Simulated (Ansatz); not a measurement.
Consider the formal exchange of groups at the Si–N bond: `CN([SiH3])B[SiH3]` + `C=CI` → `[SiH3]/C=C/I` + `CNB[SiH3]`.

Computed with Ansatz on PBE0-D4/def2-TZVP structures; ΔE is electronic, products minus reactants. CCSD(T)/CBS adds triple-zeta CCSD(T) − MP2 to the extrapolated MP2 energy (def2 sets, frozen cores). def2 core potentials past Kr. For I outer-core shells are correlated without core-valence functions, which leaves a few kJ/mol of doubt a bond. Each species was taken in one conformer, which may not be the lowest.

`CN([SiH3])B[SiH3]`:

```xyz
15

C     1.843   -0.236    1.036
N     0.586   -0.117    0.300
Si    0.271   -1.426   -0.822
B    -0.274    0.966    0.499
Si   -2.040    1.240   -0.462
H     2.698   -0.248    0.353
H     1.868   -1.160    1.622
H     1.951    0.610    1.715
H    -1.020   -1.185   -1.504
H     1.378   -1.498   -1.812
H     0.235   -2.711   -0.075
H     0.073    1.790    1.305
H    -1.876    1.347   -1.942
H    -2.686    2.499    0.002
H    -3.007    0.130   -0.212
```

`C=CI`:

```xyz
6

C     0.557   -0.355    0.407
C    -0.532    0.115   -0.171
I    -0.517    1.604   -1.621
H     1.550    0.004    0.166
H     0.471   -1.134    1.158
H    -1.530   -0.234    0.061
```

`[SiH3]/C=C/I`:

Cartesian coordinates in Å:
```
Si 1.148 0.769 -0.165
C -0.476 -0.099 -0.448
C -1.027 -0.839 0.502
I -2.836 -1.855 0.302
H 1.614 0.468 1.213
H 2.161 0.304 -1.149
H 0.985 2.238 -0.329
H -0.980 0.003 -1.406
H -0.588 -0.989 1.481
```

`CNB[SiH3]`:

Z-matrix (Å, degrees):
```
C
N 1 1.446
H 1 1.094 2 111.3
H 1 1.089 2 109.0 3 -119.6
H 1 1.094 2 111.3 3 120.7
B 2 1.384 1 127.0 3 119.8
H 2 1.009 1 113.5 3 -60.2
Si 6 2.014 2 120.4 1 180.0
H 6 1.201 2 117.4 1 -0.0
H 8 1.492 6 111.7 2 120.3
H 8 1.495 6 111.8 2 0.1
H 8 1.492 6 111.7 2 -120.0
```

```
            species  CCSD(T)/CBS(def2) energy (Eh)
`CN([SiH3])B[SiH3]`                     -701.75000
             `C=CI`                     -375.31882
     `[SiH3]/C=C/I`                     -665.60094
        `CNB[SiH3]`                     -411.45901
```

**Question.** Work out ΔE.

**Answer.** ΔE = (-665.60094) + (-411.45901) − (-701.75000) − (-375.31882) = 0.00887 Eh = +0.24 eV.

Largest T1 diagnostic among the species: 0.014.

The D4 term adds +0.09 eV with B3LYP and +0.05 eV with PBE0; it sums over pairs of atoms, weighted by their polarisabilities, and B3LYP, whose exchange is more repulsive, gets the larger term. From PBE to PBE0 (25 % exact exchange), in def2-TZVPP and without D4, ΔE moves by +0.04 eV.

B3LYP here is the variant with VWN-RPA as its local correlation; programs differ in this.
